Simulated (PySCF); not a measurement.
# Magnetic susceptibility: SMILES C1C(OC)=C(CF)CN1, C$_{6}$H$_{10}$FNO

Molfile (atoms numbered from 1):
```
C6H10FNO
     RDKit          3D

 19 19  0  0  0  0  0  0  0  0999 V2000
    2.6648   -0.4739   -0.3996 C   0  0  0  0  0  0  0  0  0  0  0  0
    1.5872    0.4328   -0.4474 O   0  0  0  0  0  0  0  0  0  0  0  0
    0.3566   -0.0268   -0.1136 C   0  0  0  0  0  0  0  0  0  0  0  0
   -0.7546    0.7134   -0.0868 C   0  0  0  0  0  0  0  0  0  0  0  0
   -0.8900    2.1689   -0.3546 C   0  0  0  0  0  0  0  0  0  0  0  0
   -1.4028    2.8258    0.7514 F   0  0  0  0  0  0  0  0  0  0  0  0
   -1.9311   -0.1697    0.2592 C   0  0  0  0  0  0  0  0  0  0  0  0
   -1.3399   -1.4159    0.7544 N   0  0  0  0  0  0  0  0  0  0  0  0
    0.0174   -1.4671    0.2152 C   0  0  0  0  0  0  0  0  0  0  0  0
    3.5337    0.0845   -0.7446 H   0  0  0  0  0  0  0  0  0  0  0  0
    2.5017   -1.3323   -1.0575 H   0  0  0  0  0  0  0  0  0  0  0  0
    2.8490   -0.8293    0.6187 H   0  0  0  0  0  0  0  0  0  0  0  0
    0.0841    2.6176   -0.5668 H   0  0  0  0  0  0  0  0  0  0  0  0
   -1.5938    2.3692   -1.1716 H   0  0  0  0  0  0  0  0  0  0  0  0
   -2.5177   -0.3937   -0.6425 H   0  0  0  0  0  0  0  0  0  0  0  0
   -2.5979    0.2808    0.9951 H   0  0  0  0  0  0  0  0  0  0  0  0
   -1.2944   -1.3752    1.7676 H   0  0  0  0  0  0  0  0  0  0  0  0
    0.0090   -2.0690   -0.7044 H   0  0  0  0  0  0  0  0  0  0  0  0
    0.7091   -1.9307    0.9204 H   0  0  0  0  0  0  0  0  0  0  0  0
  1  2  1  0
  2  3  1  0
  3  4  2  0
  4  5  1  0
  5  6  1  0
  4  7  1  0
  7  8  1  0
  8  9  1  0
  9  3  1  0
  1 10  1  0
  1 11  1  0
  1 12  1  0
  5 13  1  0
  5 14  1  0
  7 15  1  0
  7 16  1  0
  8 17  1  0
  9 18  1  0
  9 19  1  0
M  END
```

Method used: PySCF 2.14.0, GIAO LDA/MINI magnetisability, rotational g tensor and spin-rotation constants, non-relativistic, gas phase. Geometry: GFN2-xTB.

**Question.** What are the magnetisability and the molar susceptibility?

**Answer.** Isotropic -1473 × 10⁻³⁰ J/T², or -88.7 × 10⁻⁶ cm³/mol; principal values -1544, -1494, -1381 × 10⁻³⁰ J/T², anisotropy 144 × 10⁻³⁰ J/T² (root of half the summed squared differences of the principal values). The susceptibility is in cgs units.

**Question.** Split it along the inertial axes a, b, c into diamagnetic and paramagnetic parts about the centre of mass, with the quadrupole moment.

**Answer.** 
| axis | χ (10⁻⁶ cm³/mol) | diamagnetic (10⁻⁶ cm³/mol) | paramagnetic (10⁻⁶ cm³/mol) | summed x² of all electrons (Å²) | quadrupole Θ (D Å) |
| --- | --- | --- | --- | --- | --- |
| a | -92.3 | -686.2 | 593.9 | 217.6 | +5.71 |
| b | -83.5 | -1035.3 | 951.8 | 135.3 | -7.38 |
| c | -90.4 | -1497.5 | 1407.1 | 26.4 | +1.67 |

Anisotropies 2χaa − χbb − χcc = -10.7 and 2χbb − χaa − χcc = +15.6 × 10⁻⁶ cm³/mol. Θ is traceless in Buckingham's convention.

**Question.** And the rotational g tensor?

**Answer.** 
```
axis  rotational constant (GHz)        g  nuclear part  electronic part
   a                     2.1288  -0.0165        0.5775          -0.5939
   b                     1.2899  -0.0106        0.5662          -0.5768
   c                     0.8578  -0.0064        0.5606          -0.5670
```
Asymmetric top; isotopes 12C, 19F, 1H, 14N, 16O; no vibrational averaging.
